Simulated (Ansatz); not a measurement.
Steps of a relaxation of C₂H₇GaO₂ (`C[CH2][Ga]([OH])[OH]`) with RKS PBE0-D4/def2-TZVP.

```sh
$ ansatz run in.yaml --threads 4 --pin off --events-out ev --progress --plain --max-ram 10444MiB
```

```yaml
crystal:
  periodic: [false, false, false]
  atoms:
    - {symbol: C, position_ang: [-0.407096, 0.544425, 1.717456]}
    - {symbol: C, position_ang: [0.754820, 0.138186, 0.797572]}
    - {symbol: Ga, position_ang: [0.179165, -0.325245, -1.024708]}
    - {symbol: O, position_ang: [-0.333059, -2.016502, -1.426513]}
    - {symbol: O, position_ang: [0.111623, 0.940146, -2.320547]}
    - {symbol: H, position_ang: [-0.047502, 0.800378, 2.737252]}
    - {symbol: H, position_ang: [-1.151076, -0.270720, 1.830353]}
    - {symbol: H, position_ang: [-0.949742, 1.432175, 1.332413]}
    - {symbol: H, position_ang: [1.292698, -0.742991, 1.204045]}
    - {symbol: H, position_ang: [1.494604, 0.959865, 0.705652]}
    - {symbol: H, position_ang: [-0.640486, -2.132918, -2.343588]}
    - {symbol: H, position_ang: [-0.226949, 0.618002, -3.175386]}
basis:
  gaussian: {orbitals: def2-TZVP}
hamiltonian: {xc: pbe0, dispersion: d4}
relax: {f_tol: 0.005, max_steps: 150}
```

Positions (Å) and forces (eV/Å) along the path, 12 of 47 steps:

```xyz
12
step=1 energy=-58650.9625 eV
C    -0.407    0.544    1.717   -0.250    0.094    0.219
C     0.755    0.138    0.798    0.345   -0.015    0.075
Ga    0.179   -0.325   -1.025   -0.084   -0.025   -0.131
O    -0.333   -2.017   -1.427   -0.128    0.353   -0.667
O     0.112    0.940   -2.321   -0.272   -0.612   -0.373
H    -0.048    0.800    2.737   -0.149   -0.135   -0.519
H    -1.151   -0.271    1.830    0.376    0.376   -0.064
H    -0.950    1.432    1.332    0.281   -0.422    0.172
H     1.293   -0.743    1.204   -0.267    0.436   -0.152
H     1.495    0.960    0.706   -0.364   -0.381    0.089
H    -0.640   -2.133   -2.344    0.242    0.077    0.702
H    -0.227    0.618   -3.175    0.270    0.254    0.650
12
step=2 energy=-58651.0058 eV
C    -0.404    0.543    1.716   -0.098    0.037    0.092
C     0.749    0.139    0.796    0.111   -0.009    0.005
Ga    0.166   -0.321   -1.016    0.016   -0.020   -0.069
O    -0.340   -1.999   -1.434   -0.014    0.201   -0.182
O     0.101    0.923   -2.319   -0.082   -0.257   -0.044
H    -0.039    0.793    2.722   -0.047   -0.038   -0.149
H    -1.138   -0.264    1.828    0.102    0.113   -0.015
H    -0.939    1.424    1.338    0.075   -0.123    0.054
H     1.281   -0.729    1.205   -0.079    0.116   -0.061
H     1.480    0.954    0.714   -0.107   -0.112    0.004
H    -0.625   -2.111   -2.348    0.055    0.000    0.197
H    -0.216    0.593   -3.166    0.069    0.093    0.169
12
step=8 energy=-58651.0115 eV
C    -0.406    0.529    1.718    0.004   -0.004   -0.004
C     0.750    0.153    0.790   -0.004    0.002   -0.007
Ga    0.173   -0.313   -1.019    0.014    0.009    0.039
O    -0.374   -1.973   -1.418   -0.003   -0.007    0.001
O     0.136    0.905   -2.333    0.001    0.005   -0.002
H    -0.040    0.777    2.718    0.001    0.000    0.001
H    -1.122   -0.289    1.828    0.003    0.001   -0.003
H    -0.956    1.399    1.351    0.002   -0.003   -0.001
H     1.298   -0.703    1.193   -0.007    0.002   -0.007
H     1.460    0.980    0.709   -0.008   -0.004   -0.004
H    -0.660   -2.105   -2.323   -0.002   -0.001   -0.006
H    -0.182    0.586   -3.179   -0.002   -0.002   -0.007
12
step=13 energy=-58651.0122 eV
C    -0.409    0.495    1.728    0.007   -0.010   -0.028
C     0.751    0.188    0.779   -0.012    0.012    0.023
Ga    0.170   -0.295   -1.024    0.033    0.013    0.017
O    -0.460   -1.935   -1.378   -0.009    0.006   -0.006
O     0.226    0.882   -2.376   -0.006   -0.016    0.014
H    -0.042    0.744    2.728   -0.001    0.001    0.001
H    -1.085   -0.358    1.834    0.021    0.023   -0.007
H    -1.004    1.345    1.382    0.017   -0.027    0.008
H     1.348   -0.644    1.167   -0.024    0.027   -0.018
H     1.420    1.050    0.695   -0.027   -0.029   -0.001
H    -0.743   -2.082   -2.283    0.000    0.001    0.001
H    -0.095    0.554   -3.218    0.000   -0.002   -0.005
12
step=20 energy=-58651.0174 eV
C    -0.407    0.391    1.759    0.000   -0.009   -0.016
C     0.741    0.298    0.753   -0.003    0.010    0.025
Ga    0.170   -0.242   -1.035   -0.062   -0.050   -0.146
O    -0.734   -1.780   -1.279    0.088    0.157   -0.006
O     0.492    0.768   -2.489   -0.028   -0.109    0.119
H    -0.036    0.653    2.754   -0.001   -0.001   -0.002
H    -0.945   -0.557    1.849    0.018    0.029   -0.009
H    -1.136    1.155    1.475    0.023   -0.029    0.006
H     1.480   -0.438    1.089   -0.020    0.032   -0.008
H     1.265    1.253    0.662   -0.014   -0.031    0.008
H    -0.982   -1.961   -2.188   -0.005   -0.005    0.018
H     0.169    0.404   -3.315    0.004    0.006    0.011
12
step=21 energy=-58651.0181 eV
C    -0.404    0.367    1.769   -0.016   -0.008   -0.026
C     0.732    0.325    0.746   -0.006    0.024    0.045
Ga    0.157   -0.224   -1.038    0.030   -0.060   -0.193
O    -0.793   -1.737   -1.264    0.069    0.172   -0.009
O     0.570    0.724   -2.514   -0.088   -0.122    0.163
H    -0.028    0.631    2.761   -0.004    0.000   -0.001
H    -0.908   -0.601    1.854    0.028    0.053   -0.011
H    -1.164    1.108    1.503    0.043   -0.048    0.016
H     1.504   -0.384    1.066   -0.046    0.048   -0.030
H     1.221    1.300    0.655   -0.027   -0.056    0.009
H    -1.033   -1.928   -2.173   -0.003   -0.008    0.020
H     0.224    0.364   -3.333    0.019    0.006    0.017
12
step=27 energy=-58651.0258 eV
C    -0.391    0.300    1.784    0.006   -0.002   -0.017
C     0.710    0.393    0.729   -0.001    0.001    0.014
Ga    0.157   -0.195   -1.049    0.001    0.001    0.015
O    -0.953   -1.593   -1.230    0.005    0.014   -0.019
O     0.717    0.614   -2.546   -0.009   -0.020   -0.005
H    -0.014    0.582    2.771   -0.001    0.000    0.001
H    -0.794   -0.712    1.859    0.004    0.008    0.000
H    -1.228    0.964    1.555    0.007   -0.009    0.003
H     1.564   -0.230    1.016   -0.009    0.010   -0.008
H     1.094    1.413    0.641   -0.007   -0.008    0.000
H    -1.178   -1.820   -2.134   -0.006   -0.006    0.011
H     0.393    0.227   -3.362    0.010    0.011    0.005
12
step=29 energy=-58651.0268 eV
C    -0.374    0.249    1.799   -0.073   -0.009   -0.010
C     0.686    0.446    0.717    0.074    0.017    0.018
Ga    0.143   -0.174   -1.054    0.014   -0.013   -0.154
O    -1.088   -1.473   -1.220    0.052    0.059    0.005
O     0.852    0.510   -2.560   -0.054   -0.048    0.163
H     0.003    0.554    2.780   -0.003   -0.002   -0.016
H    -0.690   -0.796    1.876    0.041    0.096   -0.023
H    -1.274    0.841    1.599    0.098   -0.064    0.012
H     1.606   -0.099    0.970   -0.109    0.061   -0.023
H     0.978    1.498    0.622   -0.036   -0.099    0.027
H    -1.296   -1.742   -2.116    0.016    0.024    0.006
H     0.531    0.130   -3.379   -0.018   -0.023   -0.007
12
step=35 energy=-58651.0303 eV
C    -0.357    0.213    1.808   -0.004   -0.003   -0.009
C     0.667    0.481    0.709    0.001    0.002    0.010
Ga    0.138   -0.161   -1.057   -0.001   -0.002   -0.021
O    -1.175   -1.372   -1.229    0.017    0.014   -0.004
O     0.934    0.419   -2.556   -0.016   -0.016    0.022
H     0.011    0.553    2.780   -0.003   -0.001   -0.001
H    -0.589   -0.851    1.895    0.006    0.016   -0.002
H    -1.301    0.729    1.617    0.015   -0.008    0.003
H     1.623    0.001    0.944   -0.011    0.007   -0.003
H     0.886    1.548    0.618   -0.004   -0.011    0.002
H    -1.367   -1.644   -2.128   -0.002    0.002    0.003
H     0.607    0.028   -3.368    0.003    0.002   -0.001
12
step=38 energy=-58651.0308 eV
C    -0.346    0.192    1.813    0.000    0.000   -0.014
C     0.655    0.501    0.705   -0.002    0.001    0.014
Ga    0.133   -0.152   -1.059    0.001   -0.010   -0.019
O    -1.225   -1.311   -1.236    0.022    0.016   -0.009
O     0.981    0.363   -2.552   -0.018   -0.014    0.023
H     0.014    0.550    2.782   -0.002   -0.001   -0.001
H    -0.530   -0.881    1.905    0.003    0.012   -0.001
H    -1.314    0.664    1.628    0.011   -0.006    0.003
H     1.632    0.060    0.929   -0.010    0.005   -0.006
H     0.832    1.577    0.616   -0.002   -0.008    0.003
H    -1.409   -1.591   -2.134   -0.004    0.001    0.007
H     0.653   -0.029   -3.363    0.003    0.004    0.000
12
step=45 energy=-58651.0314 eV
C    -0.321    0.149    1.822    0.002    0.000   -0.002
C     0.631    0.540    0.697   -0.002    0.000    0.001
Ga    0.125   -0.140   -1.062    0.003    0.000    0.004
O    -1.321   -1.182   -1.256   -0.002    0.000   -0.002
O     1.074    0.243   -2.532   -0.002   -0.002   -0.003
H     0.016    0.553    2.782    0.000    0.000    0.000
H    -0.398   -0.935    1.929    0.000    0.001    0.000
H    -1.332    0.522    1.646    0.001    0.000    0.000
H     1.646    0.183    0.897   -0.001    0.000    0.000
H     0.715    1.627    0.609    0.000   -0.001    0.001
H    -1.500   -1.475   -2.152    0.000    0.000    0.001
H     0.742   -0.142   -3.345    0.002    0.001    0.000
12
step=47 energy=-58651.0314 eV
C    -0.316    0.142    1.824   -0.001    0.000   -0.001
C     0.626    0.546    0.696    0.001    0.001    0.001
Ga    0.124   -0.138   -1.062    0.001    0.000   -0.001
O    -1.337   -1.159   -1.261    0.000    0.000    0.000
O     1.089    0.222   -2.529   -0.003   -0.002    0.001
H     0.016    0.553    2.782   -0.001    0.000    0.000
H    -0.375   -0.943    1.933    0.000    0.003   -0.001
H    -1.334    0.498    1.648    0.003   -0.001    0.000
H     1.647    0.204    0.892   -0.003    0.001    0.000
H     0.695    1.635    0.608    0.000   -0.003    0.001
H    -1.514   -1.455   -2.155    0.001    0.001    0.000
H     0.756   -0.162   -3.342    0.001    0.001    0.000
```

Run time 2.7 min (4 threads of an Arm Neoverse V2 on a shared host); peak host memory 0.64 GiB.
